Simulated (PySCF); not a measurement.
C2H12OSi3, SMILES CCO[SiH2][SiH2][SiH3].

Coordinates come from a r2SCAN-D4/def2-SVP optimisation. The structure was generated by enumeration, and PubChem lists no compound with its InChIKey, so it may never have been made. Other conformers were not sampled.

Two levels are set side by side: PBE/def2-TZVP (PySCF) and CAM-B3LYP/def2-TZVP (PySCF). Same geometry, gas phase. Differences are taken from unrounded values.

| quantity | CAM-B3LYP |
|---|---|
| orbital gap (eV) | 9.38 |
| highest occupied level (eV) | -8.78 |
| lowest empty level (eV) | 0.60 |
| dipole moment (D) | 1.08 |

Task: What does PBE give, and how far is it from CAM-B3LYP? (Estimate from the structure and the level; the computed values follow.)

Result: 
| quantity | PBE | PBE minus CAM-B3LYP |
|---|---|---|
| orbital gap (eV) | 4.97 | -4.42 |
| highest occupied level (eV) | -6.28 | 2.51 |
| lowest empty level (eV) | -1.31 | -1.91 |
| dipole moment (D) | 0.99 | -0.09 |

PBE's occupied levels lie high since its potential decays too fast outside the molecule; exact exchange lowers them and widens the gap. Differences between two approximate levels are no errors against the true value.

Rough cost on one machine, each run with all the roots and properties that it gave: CAM-B3LYP against PBE within a factor of 2.
